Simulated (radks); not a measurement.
Numerical settings for the tantalum ion Ta+, [Xe] 4f14 5d3 6s1. All-electron calculation, scalar-relativistic Kohn-Sham, r2SCAN, spin-polarised, spherical densities, finite nucleus; open shells are filled with parallel spins first (spin-orbit coupling, left out, can overturn this in heavy ions); meta-GGA in the generalised Kohn-Sham scheme; Fermi nuclear charge, rms radius 5.3507 fm. Program: a radial shooting solver on a logarithmic mesh with Libxc functionals. The defaults (mesh step 0.008 in ln r, mesh end at 40 bohr or more with all orbitals vanishing there, Anderson mixing 0.5 over 9 steps, residual threshold near 1e-9 with the energy settled to 1e-9 hartree or 1e-11 of itself, here a cap of 74 iterations) give E = -15603.747 hartree and 5d at -11.510 eV in 12 iterations. Run on one thread of a shared host, so times are rough (Arm Neoverse V1): 0.28 s of CPU time, 0.28 s wall, 12 iterations on 2360 mesh points. Changes against that run (0 stands for a change within the tolerance of the run):

setting                    iterations         converged  E (mhartree)  e(5d) (meV)  CPU (s)
mesh step in ln r 0.02             12               yes        +0.145            0     0.12
mesh step in ln r 0.03             12               yes        +0.275     -0.00317     0.09
mesh step in ln r 0.005            13               yes             0      +0.0598     0.46
mesh end (bohr) 12                 12               yes             0      +0.0873     0.27
mesh end (bohr) 2                  11  level above zero     +1.25e+04    +6.26e+04     0.21
residual threshold 1e-05           11               yes             0       +0.294     0.26
residual threshold 0.001           11               yes             0       +0.294     0.28
mixing 1.5                         14               yes             0       +0.018     0.33
linear mixing, mixing 0.2          62               yes      +0.00171     +0.00874      1.1
linear mixing, mixing 0.5          22               yes      +0.00105      +0.0147     0.43
mixing history 20                  13               yes             0            0     0.29
iteration cap 8                     8                no      -0.00548        +3.55     0.19

Settled on a wrong energy, with an occupied level pushed above zero by the early mesh end: mesh end (bohr) 2 (+12.5 hartree). Apart from these: no run marked as converged misses the energy by more than 1 mhartree. A mesh that ends early acts as a hard wall.
